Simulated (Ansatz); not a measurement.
`F[CH2][Zn][F]` + HCl → `[F][Zn][Cl]` + fluoromethane at 500 K and 1 bar (ligand exchange at a Zn–C bond).

Computed with Ansatz on PBE0-D4/def2-TZVP structures; ΔE is electronic, products minus reactants. CBS: MP2 limit from def2 TZ/QZ plus the TZ coupled-cluster correction, frozen cores. This one scheme is used for every species. For Zn outer-core shells are correlated without core-valence functions, which leaves a few kJ/mol of doubt a bond. Scalar relativity is left out up to krypton. Each species was taken in one conformer, which may not be the lowest.

```tsv
species	CCSD(T)/CBS energy (Eh)	H − E (kJ/mol)	S (J/(mol·K))
`F[CH2][Zn][F]`	-2017.23103	114.0	353.7
HCl	-460.38127	32.5	201.9
`[F][Zn][Cl]`	-2338.03728	33.1	300.1
`CF`	-139.63461	122.2	244.8
```

H − E and S are ideal-gas, rigid-rotor, harmonic terms from PBE0-D4/def2-TZVP, for one conformer and one mirror image of each species. 1 Eh = 2625.50 kJ/mol, R = 8.31446 J/(mol·K).

By hand: ΔE, ΔH, ΔS and ΔG.

ΔE = (-2338.03728) + (-139.63461) − (-2017.23103) − (-460.38127) = -0.05959 Eh = -156.5 kJ/mol. Δ(H − E) = 33.1 + 122.2 − 114.0 − 32.5 = 8.8, so ΔH = -147.7 kJ/mol. ΔS = 300.1 + 244.8 − 353.7 − 201.9 = -10.7 J/(mol·K). ΔG = -147.7 − 500 × (-10.7)/1000 = -142.3 kJ/mol.

By hand: the equilibrium constant, and the temperature at which ΔG would vanish if ΔH and ΔS stayed fixed.

log₁₀ K = −ΔG/(RT ln 10) = 14.9. ΔG = 0 at ΔH/ΔS = 13804 K, far beyond where these terms or the molecules hold.

The number of gas molecules stays the same, so ΔS is small and ΔH decides. A doubt of 5 kJ/mol in ΔE shifts log₁₀ K by 0.5 here. Other conformers and mirror images would add mixing entropy, several J/(mol·K) or more a flexible species. These are equilibria of isolated gas molecules and say nothing of rates. Largest T1 diagnostic: 0.016 (customary marks: 0.02 for closed shells, 0.045 for open ones).
